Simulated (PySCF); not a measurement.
A GIAO shielding run with PySCF (density fitting, non-relativistic, gas phase) on SMILES FC(F)C(F)(F)[Si@@H]1C[SiH2][SiH2]1, C₃H₈F₄Si₃:

```
$ OMP_NUM_THREADS=1 python probes_run.py task.json out

{"job": {"kind": "nmr", "xc": "PBE0", "basis": "pcSseg-1"}, "charge": 0, "multiplicity": 1}
F     -3.070496    -1.383753    -0.391453
C     -2.652216    -0.177470    -0.831086
F     -2.226901    -0.365390    -2.102221
C     -1.486785     0.308321     0.022180
F     -1.976888     0.598794     1.263765
F     -1.092185     1.518882    -0.491753
Si     0.023169    -0.929387     0.077411
C      1.306798     0.028532     1.146714
Si     2.419261     0.874944    -0.195240
Si     1.326631    -0.456101    -1.814038
H     -3.510988     0.509604    -0.845448
H     -0.600739    -2.087428     0.730379
H      1.888393    -0.660038     1.757390
H      0.859727     0.732698     1.845629
H      2.210970     2.324807    -0.225512
H      3.846868     0.668392     0.083204
H      2.055359    -1.629227    -2.319997
H      0.671265     0.130139    -2.986339
```

Hardware: 1 thread of an Arm Neoverse N1, shared host. The job also computes population analyses, field gradients, ring-centre shieldings.

Task: How large is the calculation?

Result: 104 electrons, 231 basis functions and 1272 auxiliary functions.

Task: How long does it take, and how much memory does it need?

Result: 110 s of wall time, with 14 SCF cycles and 4 response iterations; peak memory 1 GiB. Times on a shared host scatter by some tens of per cent.
